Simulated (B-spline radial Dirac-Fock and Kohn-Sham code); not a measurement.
# Auger parameter of gold: the M5 level and its strongest M5-NN line

Level of theory: Dirac-Fock (average of configuration) total-energy differences with a finite nucleus, the Breit interaction including its frequency dependence, and self-energy and vacuum-polarisation corrections; an atomic code on a B-spline grid. The modified Auger parameter α′ is the binding energy plus the kinetic energy of the Auger electron; it does not depend on the energy zero. For free ions it tends to fall with charge, since less charge screens the final holes.

| species | configuration | binding 3d5/2 (eV) | Auger line | kinetic (eV) | α′ (eV) |
| --- | --- | --- | --- | --- | --- |
| Au | [Xe] 4f14 5d10 6s1 | 2213.8 | N5N5 J=4 | 1500.0 | 3713.9 |
| Au⁺ | [Xe] 4f14 5d10 | 2223.0 | N5N5 J=4 | 1489.4 | 3712.4 |
| Au⁸⁺ | [Xe] 4f14 5d3 | 2351.3 | N5N5 J=4 | 1356.7 | 3708.0 |

Values without a named source are computed, but for edge energies of neutral atoms, which are taken from tables.
